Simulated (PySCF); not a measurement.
ClGa, SMILES [Cl][Ga] (connectivity only; charge and spin as stated), charge +1, multiplicity 2.

The structure is a stationary point at PBE-D3(BJ)/def2-TZVP. The spin state was assumed, not searched.

Level of theory: IEF-PCM-ωB97X/def2-TZVPD in PySCF.

The values are the electrostatic part of the solvation free energy, E(continuum) − E(gas) at the gas-phase geometry, in a cavity of scaled van der Waals radii (PySCF's table); cavitation and dispersion terms are not included. A continuum can't describe solvent molecules that bind to the metal.

```json
[
 {"solvent": "water", "ε": "78.36", "ΔG(elec) (kcal/mol)": "-72.5"},
 {"solvent": "1-octanol", "ε": "9.86", "ΔG(elec) (kcal/mol)": "-65.6"},
 {"solvent": "chlorobenzene", "ε": "5.70", "ΔG(elec) (kcal/mol)": "-59.9"}
]
```
